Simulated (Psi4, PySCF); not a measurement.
Input for PySCF:
```python
from pyscf import gto, scf, cc

mol = gto.M(
    atom='''
Al   -0.25938545   -0.75214375   -0.12018737
C     0.48446229    1.07227152    0.27095453
H     0.30438004    1.37560530    1.30985890
H     0.05669362    1.85748580   -0.36295771
H     1.57107571    1.10460145    0.12062044
H    -1.46691236   -0.99345282   -1.13081309
''',
    basis='cc-pvdz',
    spin=1,
    verbose=4,
)

mf = scf.UHF(mol)
mf.kernel()

mycc = cc.CCSD(mf, frozen=6)
mycc.kernel()
et = mycc.ccsd_t()
print('E(CCSD(T)) = %.10f' % (mycc.e_tot + et))
```

**Question.** Give the equivalent Psi4 input.

**Answer.** One answer among several that fit: 
```
memory 2 GB

molecule mol {
0 2
  Al   -0.259385   -0.752144   -0.120187
  C     0.484462    1.072272    0.270955
  H     0.304380    1.375605    1.309859
  H     0.056694    1.857486   -0.362958
  H     1.571076    1.104601    0.120620
  H    -1.466912   -0.993453   -1.130813
}

set basis cc-pvdz
set reference uhf
set freeze_core true
set mp2_type conv
set scf_type pk
set puream true
set d_convergence 1e-8

energy('ccsd(t)')
print_variables()
```

Both were run: PySCF gave -282.309527 Eh and Psi4 -282.309528 Eh, 0.000 mEh apart.
